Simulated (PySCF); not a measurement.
**Electron correlation in P²⁺ (phosphorus, charge +2)**

[Ne] 3s1 3p2, high-spin 4P determinant (an excited configuration). Computed with PySCF 2.14 in aug-cc-pwCVDZ, with the non-relativistic Hamiltonian (point nucleus). Frozen: [Ne]; 3 electrons correlated.

```
  level  correlation energy (mhartree)
   CCSD                         -12.99
    (T)                          -0.02
CCSD(T)                         -13.01
  CCSDT                         -13.02
    FCI                         -13.02
```

Diagnostics: T1 = 0.0018, D1 = 0.0041, largest double amplitude 0.052, weight of the Hartree-Fock determinant in FCI 0.9900 (4495 determinants).

Cost of the coupled-cluster step: of the order of 0.09 core-seconds, for 3 correlated electrons.

Iterations:

```
CC2 = 0
CCSD nocc = (np.int64(3), np.int64(0)), nmo = (31, 31)
frozen orbitals [[0, 1, 2, 3, 4], [0, 1, 2, 3, 4]]
max_cycle = 100
direct = 0
conv_tol = 1e-08
conv_tol_normt = 1e-06
diis_space = 8
diis_start_cycle = 0
Init t2, MP2 energy = -0.0085285615665848
Init E_corr(UCCSD) = -0.0085285615674741
cycle = 1  E_corr(UCCSD) = -0.0113760600052935  dE = -0.00284749844  norm(t1,t2) = 0.0230142
cycle = 2  E_corr(UCCSD) = -0.0123888533848527  dE = -0.00101279338  norm(t1,t2) = 0.00875404
cycle = 3  E_corr(UCCSD) = -0.0129976694052527  dE = -0.00060881602  norm(t1,t2) = 0.00347035
cycle = 4  E_corr(UCCSD) = -0.0129938996722601  dE = 3.76973299e-06  norm(t1,t2) = 0.000309497
cycle = 5  E_corr(UCCSD) = -0.0129949563136288  dE = -1.05664137e-06  norm(t1,t2) = 2.06459e-05
cycle = 6  E_corr(UCCSD) = -0.0129947552858765  dE = 2.01027752e-07  norm(t1,t2) = 2.07841e-06
cycle = 7  E_corr(UCCSD) = -0.0129948181668899  dE = -6.28810134e-08  norm(t1,t2) = 3.20351e-07
cycle = 8  E_corr(UCCSD) = -0.0129948101248656  dE = 8.04202429e-09  norm(t1,t2) = 7.72474e-08
UCCSD converged
E(UCCSD) = -339.4535902862376  E_corr = -0.01299481012486557
UCCSD(T) correction = -2.0950657927876e-05
```
